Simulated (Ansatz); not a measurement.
`[O]=[V]([OH])([F])[Cl]` + HCl → `[O]=[V]([OH])([Cl])[Cl]` + H–F at 600 K and 1 bar (ligand exchange at a V–F bond).

Gas-phase electronic energies from Ansatz, PBE0-D4/def2-TZVP geometries. CCSD(T)/CBS is the MP2 limit (def2-TZVPP, def2-QZVPP) plus CCSD(T) − MP2 in def2-TZVPP, frozen cores. This one scheme is used for every species. For V outer-core shells are correlated without core-valence functions, which leaves a few kJ/mol of doubt a bond. Scalar relativity is left out up to krypton. Each species was taken in one conformer, which may not be the lowest.

```csv
species,CCSD(T)/CBS energy (Eh),H − E (kJ/mol),S (J/(mol·K))
`[O]=[V]([OH])([F])[Cl]`,-1654.14507,106.5,405.5
HCl,-460.38127,35.4,207.2
`[O]=[V]([OH])([Cl])[Cl]`,-2014.13218,105.5,419.2
H–F,-100.39570,42.3,194.0
```

H − E and S are ideal-gas, rigid-rotor, harmonic terms from PBE0-D4/def2-TZVP, for one conformer and one mirror image of each species. 1 Eh = 2625.50 kJ/mol, R = 8.31446 J/(mol·K).

By hand: ΔE, ΔH, ΔS and ΔG.

ΔE = (-2014.13218) + (-100.39570) − (-1654.14507) − (-460.38127) = -0.00154 Eh = -4.0 kJ/mol. Δ(H − E) = 105.5 + 42.3 − 106.5 − 35.4 = 5.9, so ΔH = 1.9 kJ/mol. ΔS = 419.2 + 194.0 − 405.5 − 207.2 = 0.5 J/(mol·K). ΔG = 1.9 − 600 × (0.5)/1000 = 1.6 kJ/mol.

By hand: the equilibrium constant, and the temperature at which ΔG would vanish if ΔH and ΔS stayed fixed.

log₁₀ K = −ΔG/(RT ln 10) = -0.1. ΔG = 0 at ΔH/ΔS = 3800 K, far beyond where these terms or the molecules hold.

The number of gas molecules stays the same, so ΔS is small and ΔH decides. The sign of ΔG lies within the doubt. A doubt of 5 kJ/mol in ΔE shifts log₁₀ K by 0.4 here. Other conformers and mirror images would add mixing entropy, several J/(mol·K) or more a flexible species. These are equilibria of isolated gas molecules and say nothing of rates. Largest T1 diagnostic: 0.032 (customary marks: 0.02 for closed shells, 0.045 for open ones).
